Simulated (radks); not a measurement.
The numbers below are computed, except where a source is named.
Effect of the nuclear size on neutral xenon, [Xe]. Level of theory: Dirac Kohn-Sham, exchange-only LDA, spin-unpolarised, spherical densities, finite nucleus; Fermi nuclear charge, rms radius 4.7859 fm (a radial shooting solver on a logarithmic mesh with Libxc functionals). The rms radius is varied about that value; shifts are against it.

rms radius (fm)  total energy shift (eV)  density at nucleus (e/bohr^3)  1s1/2 shift (meV)  2s1/2 shift (meV)  4p1/2 shift (meV)  5s1/2 shift (meV)  5p3/2 shift (meV)
3.9292                             -2.18                      2.802e+05               -910               -108              0.312             -0.624              0.054
4.3695                             -1.10                      2.749e+05               -461              -54.5              0.158             -0.316              0.027
4.7859                                 0                      2.705e+05              0.000              0.000              0.000              0.000              0.000
5.231                               1.27                      2.662e+05                531               62.7             -0.182              0.363             -0.031
5.6139                              2.44                      2.628e+05               1020                120             -0.349              0.697             -0.060

Slopes of the eigenvalues against <r^2> in GHz/fm^2, as finite differences over the two radii next to the reference (eigenvalue slopes, not the field-shift constants of lines): 1s1/2 29000, 2s1/2 3430, 4p1/2 -9.93, 5s1/2 19.9, 5p3/2 -1.72.
